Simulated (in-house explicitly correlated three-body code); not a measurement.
Computed with an exponentially correlated three-body code. Model: two electrons around a point charge, non-relativistic, variational in 260 exponentially correlated functions (energies converged to about 1e-7 hartree, or 1e-8 relative for large Z).

Command:
```bash
python run_hyl.py task.json out
```
Settings (lengths in bohr, energies in hartree):
```
Z                      18
screening              0.18
interaction_strength   1
functions              260
states_tried           13
```

Time taken, with all properties: 78 s on 1 thread of Arm Neoverse V2 (shared host).

**Those bound S and P states to n = 4 that converged, binding against the one-electron ion.**

Given: nuclear charge 18; Yukawa screening of all interactions 0.18 1/bohr.

Computed: one-electron threshold -158.78414 hartree.

```csv
term,energy (hartree),binding (eV)
1 1S,-306.654485,4023.8
2 3S,?,?
2 3P,-192.313103,912.37
2 1S,-192.25924,910.9
2 1P,-191.781653,897.91
3 3S,-172.274036,367.08
3 1S,-172.085293,361.94
3 3P,?,?
3 1P,-171.937904,357.93
4 3S,-165.227779,175.34
4 1S,-165.15306,173.31
4 3P,-165.1422,173.01
4 1P,-165.085209,171.46
```

(1) What belongs in the row 2 3S?

(2) What belongs in the row 3 3P?

**Converged states only, values per electron or pair (inverse distances are <exp(-kr)/r>).**

| term | mean r (bohr) | mean r squared (bohr²) | mean inverse r (1/bohr) | mean r12 (bohr) | mean inverse r12 (1/bohr) | mean cosine | mean p1 dot p2 (bohr⁻²) | delta r1 (bohr⁻³) | delta r12 (bohr⁻³) |
| --- | --- | --- | --- | --- | --- | --- | --- | --- | --- |
| 1 1S | 0.085119 | 0.0096867 | 17.508 | 0.12479 | 10.757 | -0.0073918 | 2.2818 | 1788.3 | 208.01 |
| 2 3S | 0.21383 | 0.073735 | 10.976 | 0.35851 | 3.1098 | -0.0025501 | 0.17962 | 1033.1 | - |
| 2 3P | 0.18714 | 0.055452 | 10.957 | 0.31127 | 3.7355 | -0.07515 | -22.684 | 923.99 | - |
| 2 1S | 0.2168 | 0.076207 | 10.954 | 0.35994 | 3.7665 | -0.0041793 | 0.2038 | 1029.9 | 38.521 |
| 2 1P | 0.18954 | 0.057119 | 10.94 | 0.30236 | 4.1879 | 0.063643 | 22.296 | 929.03 | 11.546 |
| 3 3S | ? | ? | ? | ? | ? | ? | ? | ? | - |
| 3 1S | 0.43828 | 0.36205 | 9.7677 | 0.79817 | 1.6181 | -0.0013255 | 0.065181 | 957.79 | 11.041 |
| 3 3P | 0.40871 | 0.31508 | 9.7681 | 0.74139 | 1.6149 | -0.017413 | -5.1506 | 927.06 | - |
| 3 1P | ? | ? | ? | ? | ? | ? | ? | ? | ? |
| 4 3S | 0.74883 | 1.1294 | 9.3558 | 1.4176 | 0.77846 | -0.00037025 | 0.021775 | 940.5 | - |
| 4 1S | 0.7548 | 1.1487 | 9.3534 | 1.4291 | 0.84633 | -0.0005585 | 0.027603 | 940.25 | 4.5014 |
| 4 3P | 0.72525 | 1.0643 | 9.3535 | 1.3709 | 0.84574 | -0.0066494 | -1.9523 | 927.67 | - |
| 4 1P | 0.72991 | 1.0789 | 9.3516 | 1.3792 | 0.89551 | 0.0055993 | 2.0201 | 928.07 | 1.5248 |

(3) What belongs in the row 3 3S?

(4) What belongs in the row 3 1P?

**Electric-dipole lines between converged S and P states, rate of the upper state's decay.**

```csv
s state,p state,p minus s (eV),oscillator strength from s,rate (1/s)
1 1S,2 1P,3125.8,0.77066,1.0892e+14
1 1S,3 1P,3665.8,0.15228,2.9599e+13
1 1S,4 1P,3852.3,0.055299,1.187e+13
2 1S,2 1P,12.996,0.029884,7.3003e+07
2 1S,3 1P,552.97,0.40471,1.7899e+12
2 1S,4 1P,739.44,0.096568,7.6372e+11
3 1S,2 1P,-535.97,-0.047364,5.9038e+11
3 1S,3 1P,4.0107,0.055814,1.2986e+07
3 1S,4 1P,190.48,0.43914,2.3046e+11
4 1S,2 1P,-724.6,-0.01031,2.3489e+11
4 1S,3 1P,-184.63,-0.10895,1.6115e+11
4 1S,4 1P,1.8463,0.087363,4.3075e+06
2 3S,2 3P,?,?,?
2 3S,3 3P,568.74,0.39348,1.8409e+12
2 3S,4 3P,757.54,0.094794,7.8683e+11
3 3S,2 3P,-545.29,-0.048001,6.1932e+11
3 3S,3 3P,5.2634,0.071904,2.8812e+07
3 3S,4 3P,194.07,0.42721,2.3272e+11
4 3S,2 3P,-737.03,-0.010323,2.4333e+11
4 3S,3 3P,?,?,?
4 3S,4 3P,2.3287,0.10866,8.5229e+06
```

(5) What belongs in the row 2 3S 2 3P?

(6) What belongs in the row 4 3S 3 3P?

**Static dipole response.**

| state | polarisability (bohr³) |
| --- | --- |
| 1 1S | 9.3061e-05 |
| 2 1S | 0.13239 |
| 2 3S | 0.09219 |

## Answers

(1) energy (hartree): -192.981429; binding (eV): 930.56.

(2) energy (hartree): -172.080611; binding (eV): 361.82.

(3) mean r (bohr): 0.43391; mean r squared (bohr²): 0.35408; mean inverse r (1/bohr): 9.7735; mean r12 (bohr): 0.79047; mean inverse r12 (1/bohr): 1.4461; mean cosine: -0.00086445; mean p1 dot p2 (bohr⁻²): 0.052916; delta r1 (bohr⁻³): 958.46.

(4) mean r (bohr): 0.41214; mean r squared (bohr²): 0.32093; mean inverse r (1/bohr): 9.7636; mean r12 (bohr): 0.74537; mean inverse r12 (1/bohr): 1.7391; mean cosine: 0.014716; mean p1 dot p2 (bohr⁻²): 5.2671; delta r1 (bohr⁻³): 928.15; delta r12 (bohr⁻³): 3.6334.

(5) p minus s (eV): 18.186; oscillator strength from s: 0.040609; rate (1/s): 1.9426e+08.

(6) p minus s (eV): -186.48; oscillator strength from s: -0.11181; rate (1/s): 1.6871e+11.
